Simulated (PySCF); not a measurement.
## In²⁺: ionisation energy

In²⁺ [Kr] 4d10 5s1 (2S) → In³⁺ [Kr] 4d10 (1S), as a difference of total energies. Computed with PySCF 2.14 in x2c-TZVPPall (8s6p4d2f, 60 functions), with scalar relativity by spin-free X2C-1e. Correlated levels: valence and next inner shell: [Ar] 3d10 frozen. The calculations carry no spin-orbit coupling.

| method | ionisation energy (eV) |
| --- | --- |
| UHF | 26.662 |
| LDA | 28.965 |
| PBE | 28.543 |
| PBE0 | 28.205 |
| r2SCAN | 28.239 |
| M06-L | 27.507 |
| wB97M-V | 27.771 |
| CAM-B3LYP | 28.494 |
| MP2 (valence and next inner shell) | 27.920 |
| SCS-MP2 (valence and next inner shell) | 27.716 |

Errors of the correlated levels include the incompleteness of this basis and the frozen core.

Question: Which method comes closest to the reference value, and which is furthest?

Answer: The reference is 28.044 eV (measured; NIST Atomic Spectra Database, ionization energies). Closest: MP2 (valence and next inner shell) (error -0.124 eV); furthest: UHF (error -1.382 eV).
